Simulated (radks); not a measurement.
All-electron atom: the caesium ion Cs+ in [Kr] 4d8 5s2 5p6 4f2 (not the ground configuration).

All-electron calculation, Dirac Kohn-Sham, BLYP, spin-unpolarised, spherical densities, finite nucleus; open shells fill j = l - 1/2 first; Fermi nuclear charge, rms radius 4.8041 fm. Program: a radial shooting solver on a logarithmic mesh with Libxc functionals.

Energy parts (eV):
part                      energy
total                 -211823.66
kinetic                225589.43
electron-nucleus      -514164.01
Hartree                 81986.60
exchange-correlation    -5235.68

Orbitals (lengths in bohr, moments of r in powers of bohr; <r^-3> diverges for s and p1/2; r(max) is where P^2 peaks; r(90%) holds 90 % of the orbital's charge):
| orbital | occ. | eigenvalue (eV) | r(90%) | <1/r> | <r^-3> | r(max) |
|---|---|---|---|---|---|---|
| 1s1/2 | 2 | -35797.58 | 0.0470 | 59.40 | - | 0.01678 |
| 2s1/2 | 2 | -5633.740 | 0.173 | 13.92 | - | 0.09502 |
| 2p1/2 | 2 | -5302.261 | 0.154 | 13.90 | - | 0.07269 |
| 2p3/2 | 4 | -4949.799 | 0.162 | 12.73 | 5927 | 0.07766 |
| 3s1/2 | 2 | -1187.008 | 0.439 | 4.992 | - | 0.2726 |
| 3p1/2 | 2 | -1048.546 | 0.434 | 4.905 | - | 0.2591 |
| 3p3/2 | 4 | -980.8862 | 0.450 | 4.615 | 1165 | 0.2700 |
| 3d3/2 | 4 | -737.6545 | 0.425 | 4.476 | 188.6 | 0.2183 |
| 3d5/2 | 6 | -723.2634 | 0.430 | 4.401 | 173.3 | 0.2214 |
| 4s1/2 | 2 | -237.1343 | 0.992 | 2.051 | - | 0.6406 |
| 4p1/2 | 2 | -187.1171 | 1.04 | 1.947 | - | 0.6536 |
| 4p3/2 | 4 | -173.0057 | 1.08 | 1.854 | 243.8 | 0.6773 |
| 4d3/2 | 4 | -91.3271 | 1.23 | 1.631 | 32.01 | 0.7087 |
| 4d5/2 | 4 | -88.9307 | 1.24 | 1.608 | 29.17 | 0.7166 |
| 5s1/2 | 2 | -35.8199 | 2.42 | 0.7916 | - | 1.501 |
| 5p1/2 | 2 | -22.8737 | 2.81 | 0.6869 | - | 1.660 |
| 5p3/2 | 4 | -20.9643 | 2.94 | 0.6527 | 32.60 | 1.729 |
| 4f5/2 | 2 | -2.5178 | 4.27 | 0.8389 | 2.014 | 0.8439 |
| 4f7/2 | 0 | -2.3819 | 4.67 | 0.8126 | 1.901 | 0.8503 |

The highest occupied level is 4f5/2 at -2.518 eV. The density falls to 0.001 e/bohr^3 at r = 4.14 bohr. The electron density at the nucleus is 2.964e+05 e/bohr^3.
